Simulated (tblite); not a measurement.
Q: Write Cartesian coordinates for `[CH2+][CH]C(C)(C)NC=O` [radical] as optimised with GFN2-xTB. (Charge +1 and doublet state.)

A: 
```xyz
19
C6H11NO angstrom
C     -1.779   -1.098   -1.215
C     -1.503   -0.106   -0.384
C     -0.117    0.275    0.124
C     -0.023   -0.461    1.449
C      0.033    1.785    0.284
N      0.911   -0.210   -0.802
C      2.112   -0.593   -0.396
O      2.479   -0.746    0.754
H     -2.780   -1.232   -1.595
H     -1.048   -1.807   -1.570
H     -2.284    0.512    0.037
H     -0.370   -1.492    1.398
H      1.083   -0.520    1.668
H     -0.507    0.069    2.265
H      1.013    2.026    0.692
H     -0.071    2.287   -0.675
H     -0.721    2.179    0.960
H      0.739   -0.059   -1.786
H      2.823   -0.800   -1.216
```

Orientation and origin are arbitrary. Atoms count from 1 in this order. C2 (carbon bonded to 2 C and H) is planar (angles 125.9°, 121.5° and 112.6°, sum 360.0°, 0.01 Å off the plane of its three neighbours). The 4 C–C bonds span 1.323 Å (C1–C2, drawn single) to 1.527 Å (C3–C5, drawn single), a spread of 0.204 Å. Of the pairs four or more bonds apart, O8···H13 is among the closest relative to their van der Waals radii: 1.68 Å, 62 % of the sum of Bondi's values. The 2 C–N bonds span 1.325 Å (N6–C7, drawn single) to 1.466 Å (C3–N6, drawn single), a spread of 0.141 Å.

Bonds between heavy atoms (Å): C1–C2 1.323, C2–C3 1.524, C3–C4 1.519, C3–C5 1.527, C3–N6 1.466, N6–C7 1.325, C7=O8 1.217.

Computed geometry: GFN2-xTB, gas phase. This method treats the open shell by occupation alone, without spin polarisation.

Point group: C1 (no symmetry element, even within 0.4 Å). Its GFN2-xTB frequencies are all real (lowest 77 cm⁻¹). Torsions: H–C1–C2–C3 -174° and 5°, C1–C2–C3–C4 -95°, C2–C3–N6–C7 -148°, C3–N6–C7–O8 9°.

Time: 0.72 s of wall time. Hardware: one thread of an Arm Neoverse V1, shared host with 32 logical CPUs at a one-minute load of 15. These figures are those of the optimisation.

One conformer stands for the species.
